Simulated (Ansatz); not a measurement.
Geometry optimisation, UKS BHLYP-D4/def2-SVP (Ansatz 0.2.0).

input.yaml

```yaml
crystal:
  periodic: [false, false, false]
  atoms:
    - { symbol: Si, position_ang: [0.0, 0.0, 0.0] }
    - { symbol: H, position_ang: [0.0, 0.0, 1.71] }
    - { symbol: Cl, position_ang: [2.0086, 0.0, -0.7093] }
    - { symbol: Cl, position_ang: [-1.0032, 1.7381, -0.7093] }
    - { symbol: H, position_ang: [-0.6877, -1.1914, -0.4862] }
    - { symbol: O, position_ang: [0.0, 0.0, 3.02] }
    - { symbol: H, position_ang: [-0.5144, -0.8011, 3.3571] }
magnetization:
  spin_polarized: true
  initial_magnetization: 1
basis:
  gaussian: { orbitals: def2-SVP }
hamiltonian:
  xc: { name: BHLYP }
  dispersion: d4
relax:
  f_tol: 0.15
  max_steps: 25
  restrain:
    - { distance: [1, 5], at: 1.01, k: 30.0 }
    - { distance: [0, 1], at: 2.66, k: 30.0 }
output:
  orbitals: {}
```

Command:

```bash
$ ansatz run input.yaml --threads 2 --pin off --max-ram 3072MiB --backend cpu --events-out ev --progress --plain --runs-dir out
```

Question: Where does it end, and by what steps?

Answer: The forces met the threshold. The restraints hold the end off the free minimum. After 24 steps the energy has fallen by 1.481 eV (the restraints' own energy left out); H2 moved furthest, 1.10 Å. Joined: H2–O6 (1.31 → 0.97 Å).

```tsv
step	energy less start (eV)	largest force component (eV/Å)	accepted
0	0.0000	1.542	yes
1	-0.5556	4.064	yes
2	-0.8099	4.396	yes
3	-0.9691	1.754	yes
4	-1.2221	1.378	yes
5	-1.2259	1.456	yes
6	-1.2488	0.935	yes
7	-1.2590	0.577	yes
8	-1.0704	3.194	no
9	-1.2624	1.150	yes
10	-1.2741	1.001	yes
11	-1.2890	0.837	yes
12	-1.2132	2.511	no
13	-1.3039	0.876	yes
14	-1.3089	1.213	yes
15	-1.3261	1.260	yes
16	-1.2573	2.906	no
17	-1.3636	1.186	yes
18	-1.3804	1.201	yes
19	-1.3817	2.029	yes
20	-1.4047	1.964	yes
21	-1.4189	1.452	yes
22	-1.4397	1.288	yes
23	-1.4712	0.931	yes
24	-1.4808	0.874	yes
```

```xyz
7
Properties=species:S:1:pos:R:3
Si -0.226 0.264 0.079
H 0.544 0.238 2.635
Cl 1.827 0.167 -0.204
Cl -1.012 1.422 -1.470
H -0.787 -1.083 -0.122
O 0.135 -0.609 2.379
H -0.676 -0.654 2.884
```

Time of the run: 71 s on 2 threads of Arm Neoverse V1, with other jobs on the host, peak memory 0.24 GiB.
